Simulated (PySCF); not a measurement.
**Working with the constants of LiCa⁺**

RHF-CCSD(T) constants of LiCa⁺, ¹Σ⁺ (singlet), closed shell (PySCF, no relativity, basis sets Li 3-21G, Ca 3-21G; masses 7.0160 and 39.9626 u):

| Quantity | Value |
| --- | --- |
| ωe | 225.5 cm⁻¹ |
| ωexe | 1.33 cm⁻¹ |
| Be | 0.24036 cm⁻¹ |
| αe | 0.00208 cm⁻¹ |
| D (centrifugal) | 1.09e-06 cm⁻¹ |
| De to Li⁺ + Ca | 1.04 eV |

(1) Give the band origin of the fundamental and the first lines of its P and R branches.

(2) Near which J would the R branch turn back, without centrifugal distortion?

Correlated steps freeze 5 core orbitals. For an ion De counts to the pair picked by the measured ionisation energies or electron affinities, which need not be the lowest pair at this level. 3-21G is very small, so such numbers show the basis as much as the molecule.

## Answers

(1) ν0 = ωe − 2ωexe = 222.8 cm⁻¹, B0 = 0.23932, B1 = 0.23724 cm⁻¹.

| J″ | P(J″) − ν0 | R(J″) − ν0 |
| --- | --- | --- |
| 0 |  | 0.474 |
| 1 | -0.479 | 0.945 |
| 2 | -0.961 | 1.411 |
| 3 | -1.448 | 1.873 |
| 4 | -1.939 | 2.330 |
| 5 | -2.434 | 2.784 |
| 6 | -2.933 | 3.233 |

(2) At J ≈ (B0 + B1)/(2(B0 − B1)) − 1 ≈ 110.
